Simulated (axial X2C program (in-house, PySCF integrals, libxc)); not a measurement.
AlNi along the bond: HF, 2c

Calculated with an in-house all-electron X2C program for linear molecules (integrals from PySCF). Two-component (2c) means X2C with spin–orbit coupling and atomic mean-field two-electron Coulomb and Gaunt terms. Basis: Ni dyall-cv3z [9s9p6d3f2g], Al dyall-v3z [8s8p2d1f] (cores contracted in-house); Gaussian nuclei, density fitting, unrestricted open shells. Masses: Ni 57.935 u, Al 26.982 u.

State: Ω = 5/2 (⟨Sz⟩ = 0.50, ⟨Lz⟩ = 2.00 at HF). Dipoles are positive if Al is the positive end.

Results along the bond:

| R (Å) | μ (D) | HOMO (eV) | LUMO (eV) |
| --- | --- | --- | --- |
| 2.047 | -0.577 | -5.78 | 0.16 |
| 2.141 | -0.603 | -5.77 | 0.19 |
| 2.212 | -0.591 | -5.75 | 0.22 |
| 2.282 | -0.542 | -5.74 | 0.24 |
| 2.353 | -0.451 | -5.73 | 0.26 |
| 2.435 | -0.294 | -5.71 | 0.27 |
| 2.518 | -0.090 | -5.70 | 0.28 |
| 2.624 | 0.221 | -5.68 | 0.28 |
| 2.753 | 0.630 | -5.67 | 0.28 |
| 2.941 | 1.169 | -5.67 | 0.27 |

Occupations by symmetry block were frozen at the best pattern of an incomplete PBE0 search. PBE0 can misorder states that lie within some tenths of an eV, so this need not be the ground state of the molecule. The nearest other 2c determinant of the search, Ω = 3/2, lies 0.14 eV up at the distance of the search. The determinant is spin-polarised beyond a pure state at some levels (its spin-free form has ⟨S²⟩ too high), which makes Re and μ there less reliable.
